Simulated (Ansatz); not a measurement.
Basis-set extrapolation for CH$_{7}$AlN$_{2}$Si, SMILES `[SiH3][N]1C[NH][AlH]1` (PBE0-D4/def2-TZVP geometry, frozen core, the Gaussian-basis code of Ansatz). Multiplicity 1, RHF reference.

```tsv
	def2-TZVPP	def2-QZVPP
HF	-681.818554	-681.842730
MP2 correlation	-0.785087	-0.839972
CCSD(T) correlation	-0.861912	not run
```

Energies in hartree. Use E(X) = E(∞) + A·exp(−7.88·√X) for Hartree–Fock and E(X) = E(∞) + B·X^(−2.97) for correlation, with X = 3 and 4, and add CCSD(T) minus MP2 of the smaller set to the MP2 limit.

**Question.** What is the CCSD(T) energy at the basis-set limit?

**Answer.** HF limit: -681.842730 + (-0.024176) × 0.13774 = -681.84606. MP2 limit: -0.839972 + (-0.054885) × 0.74074 = -0.88063. Higher-order term: -0.861912 − (-0.785087) = -0.07683. Total: -682.80352 hartree, 77.2 kcal/mol below CCSD(T)/def2-TZVPP.
